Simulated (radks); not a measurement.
Results of a calculation; reference values are marked as such.
Q: The table gives one normalised radial function P(r) = r R(r) of Lu in [Xe] 4f14 5d1 6s2 (r in bohr). Level of theory: non-relativistic Kohn-Sham, PBE, spin-polarised, spherical densities, point nucleus; open shells are filled with parallel spins first (spin-orbit coupling, left out, can overturn this in heavy ions); relativity is left out, which matters for an element this heavy (a radial shooting solver on a logarithmic mesh with Libxc functionals).

r	P
0.0007058	0.0068
0.0009642	0.0091
0.001317	0.0122
0.0018	0.0160
0.002458	0.0209
0.003359	0.0266
0.004588	0.0331
0.006268	0.0395
0.008564	0.0443
0.0117	0.0451
0.01598	0.0384
0.02184	0.0203
0.02983	-0.0102
0.04075	-0.0472
0.05568	-0.0728
0.07606	-0.0603
0.1039	0.0039
0.142	0.0854
0.1939	0.0981
0.2649	-0.0095
0.362	-0.1409
0.4945	-0.1148
0.6756	0.0867
0.9229	0.2522
1.261	0.1793
1.723	-0.1145
2.353	-0.4257
3.215	-0.5686
4.392	-0.4881
6	-0.2767
8.197	-0.1015
11.2	-0.0215

Which n and l does it have? It may be an empty orbital.

A: n = 6, l = 0: the number of nodes gives n - l - 1 = 5, the rise at small r (about r^(l+1)) gives l, and the extent must fit the shell. The curve is that of 6s up; the table hardly tells the two spins apart. 6s up: eigenvalue -4.249 eV, 5 radial nodes at r = 0.0272, 0.102, 0.260, 0.600, 1.55 bohr, <r> = 3.93 bohr, 90 % of the charge inside 5.81 bohr.
